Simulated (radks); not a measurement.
Results of a calculation; reference values are marked as such.
All-electron atom: the krypton ion Kr+ in [Ar] 3d10 4s2 4p5 (the NIST ground configuration).

Level of theory: scalar-relativistic Kohn-Sham, PBE, spin-polarised, spherical densities, point nucleus; open shells are filled with parallel spins first; hard spherical wall at 12 bohr (a radial shooting solver on a logarithmic mesh with Libxc functionals).

Energy parts (eV):
part                       energy
total                  -75912.915
kinetic                 77650.805
electron-nucleus      -182700.880
Hartree                 31752.667
exchange-correlation    -2615.507

Orbitals (lengths in bohr, moments of r in powers of bohr; <r^-3> diverges for s and p1/2):
orbital  occ.  eigenvalue (eV)   <1/r>      <r>     <r^2>  <r^-3>
1s up       1        -14170.74   36.76  0.04149  0.002318       -
1s down     1        -14170.66   36.76  0.04149  0.002318       -
2s up       1        -1876.460   8.164   0.1835   0.03971       -
2s down     1        -1876.417   8.164   0.1835   0.03971       -
2p up       3        -1660.481   7.984   0.1601   0.03137    1495
2p down     3        -1660.408   7.984   0.1601   0.03137    1495
3s up       1        -275.9057   2.700   0.5303    0.3232       -
3s down     1        -275.8097   2.700   0.5302    0.3232       -
3p up       3        -207.1302   2.547   0.5405    0.3419   221.9
3p down     3        -207.0226   2.547   0.5404    0.3417   221.9
3d up       5         -93.3405   2.272   0.5557    0.3807   26.92
3d down     5         -93.2088   2.273   0.5551    0.3795   26.94
4s up       1         -34.3986  0.8661    1.537     2.694       -
4s down     1         -33.5006  0.8671    1.538     2.700       -
4p up       3         -19.9534  0.7223    1.823     3.844   20.23
4p down     2         -19.0800  0.7192    1.835     3.906   20.10
4d up       0          -3.8574  0.3556    3.681     16.32  0.5872
4d down     0          -3.4694  0.3350    3.896     18.24  0.4975
5s up       0          -5.9139  0.2900    4.398     21.75       -
5s down     0          -5.7037  0.2851    4.464     22.40       -

The highest occupied level is 4p down at -19.080 eV. Spin moment in Bohr magnetons: 1. The pressure on the wall is 1.12e-07 GPa. The density falls to 0.001 e/bohr^3 at r = 3.73 bohr.
